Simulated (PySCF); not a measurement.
SMILES C[Si](C)(S)S (C₂H₈S₂Si), PBE0/def2-SVP optimised geometry. Atoms within 1.6 Å of the plane z = 0.8 Å (x, y, z in Å): C1 (-1.05, -1.40, 1.48), Si2 (-0.34, -0.49, 0.00), C3 (-0.83, 1.31, 0.00), S5 (1.82, -0.49, 0.00), H6 (-0.74, -2.45, 1.48), H7 (-2.15, -1.36, 1.47), H9 (-1.93, 1.41, -0.04), H11 (-0.48, 1.82, 0.91), H13 (1.93, -1.83, -0.06).

Level of theory: PBE0/def2-TZVP in PySCF 2.14.0.

Map of the deformation density (molecule minus spherical neutral atoms) (e/bohr³) on the plane z = 0.8 Å:

```
|1111111111111111111111111111111|
|1111111111111111111111111111111|
|1111111111111111111111111111111|
|1111111111111111111111111111111|
|1111111111111111111111111111111|
|1111111111111111111111111111111|
|1111111111111111111111111111111|
|1111111111112321111111111111111|
|1111111111126951111111111111111|
|1111111111136952111111111111111|
|1111111111124531111111111111111|
|1111111111012221111111111111111|
|1111111111111111111111111111111|
|1111111111111111011111111111111|
|1111111111111100011111121111111|
|1111111111011000011122222111111|
|1111111111111100012223332111111|
|1111111111123310012223332111111|
|1111111111246531112222221111111|
|1111111112357631111111111111111|
|1111111122245431111111111111111|
|1111111111123321111111111111111|
|1111111111012211111111111111111|
|1111111111112111111111111111111|
|1111111111111111111111111111111|
|1111111111111111111111111111111|
|1111111111111111111111111111111|
|1111111111111111111111111111111|
|1111111111111111111111111111111|
|1111111111111111111111111111111|
|1111111111111111111111111111111|
```
Scale: ten equal steps from -0.017 (start of '0') to 0.089 (end of '9'), in the order '0123456789'; x runs from -4.00 to 4.00, y from -4.00 (bottom) to 4.00 (top).
